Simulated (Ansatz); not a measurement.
A structure relaxed at PBE-D4/def2-SVP in Ansatz, charge 0, singlet:

```
atom   x (Å)   y (Å)   z (Å)
 Ga1   0.155  -0.386  -0.773
  O2   0.091   0.239   1.212
  H3  -0.870   0.170   1.405
  H4   0.275   1.201   1.135
  F5   1.307  -1.704  -0.919
  F6   0.621   1.234  -1.320
  F7  -1.579  -0.753  -0.739
```

Q: Give its formula, name or SMILES and point group.

A: Ga(H2O)F3 (GaOF3H2). Point group Cs (tolerance 0.1 Å).

Q: Summarise the bond lengths by kind (pairs closer than 1.2 times the sum of covalent radii, bridged metal pairs left out).

A: 3 × F–Ga 1.76 to 1.77 Å; 1 × Ga–O 2.08 Å; 2 × H–O 0.98 Å.
